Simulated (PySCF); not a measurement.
# Two-dimensional NMR puzzle

Compound of formula C₇H₈O. Correlations simulated from computed shifts and couplings:

HSQC (one-bond C–H):
```tsv
δH	δC	1J(C,H) (Hz)
7.10	132.5	165
6.63	114.1	169
6.61	122.9	167
6.16	115.0	158
2.27	24.0	133
```

COSY cross peaks (|J| ≥ 2 Hz):
```tsv
δH	δH	abs. J (Hz)	bonds
7.10	6.63	9.2	3
7.10	6.61	8.2	3
6.63	6.16	2.5	4
```

HMBC (two and three bonds, |J| ≥ 2.5 Hz):
```tsv
δH	δC [abs. J in Hz]
7.10	159.9 [10.4], 141.5 [9.0]
6.63	159.9 [2.6], 122.9 [8.2], 115.0 [5.2]
6.61	115.0 [7.4], 114.1 [8.3], 24.0 [5.3]
6.16	122.9 [6.4], 114.1 [4.6], 24.0 [5.3]
2.27	141.5 [5.4], 122.9 [5.3], 115.0 [5.6]
```

Carbons without hydrogens: δ 159.9, 141.5.

[PySCF 2.14: structure optimised with PBE0-D3(BJ)/def2-SVP; shielding tensors at PBE/pcSseg-1 (GIAO); B3LYP/pcJ-1 coupling constants (without the spin–dipole term); fast rotation and ring inversion assumed for equivalent nuclei; a single conformation; relativity neglected; isolated molecule]

Scale: TMS for 1H (σ = 31.20 ppm) and 13C (σ = 180.03 ppm) (reference shieldings calculated alike).

Exchangeable hydrogens are left out of these lists, and C,H couplings along chains are those of one rotamer, so weak HMBC peaks may be missing or extra.

Question: Which molecule is this?

Answer: m-cresol (SMILES Cc1cccc(O)c1).

Atoms are numbered as in `[CH3:1][c:2]1[cH:3][cH:4][cH:5][c:6]([OH:7])[cH:8]1`. Each H is labelled by its parent atom.

1. δC 159.9 is C6, an aromatic carbon bearing oxygen.
2. δC 141.5 is C2, a substituted aromatic carbon.
3. δC 132.5 is C4, an aromatic CH (δH 7.10).
4. δC 122.9 is C3, an aromatic CH (δH 6.61).
5. δC 115.0 is C8, an aromatic CH (δH 6.16).
6. δC 114.1 is C5, an aromatic CH (δH 6.63).
7. δC 24.0 is C1, a methyl carbon on an aromatic ring (δH 2.27).
8. HMBC from δH 7.10 reaches the proton-free carbons C6, C2.
9. HMBC from δH 6.63 reaches the proton-free carbon C6.
10. HMBC from δH 2.27 reaches the proton-free carbon C2.
11. COSY links 7.10–6.63, 7.10–6.61, 6.63–6.16.

The data come from this structure; uniqueness wasn't tested.

Exchangeable OH/NH protons stand at their gas-phase positions; hydrogen bonding in a real sample shifts them, mostly to higher δ. Unscaled 3J(H,H) at this level run about 10 % above measured values. Shifts are as computed. Against solution values, carbons near 30 ppm lie about +2 ppm off and those near 130 ppm about +2 ppm. Of 1211 compounds with measured shifts, 218 miss one by over three times the rms of a fit or turn the order of signals round; such compounds aren't used in these exercises.
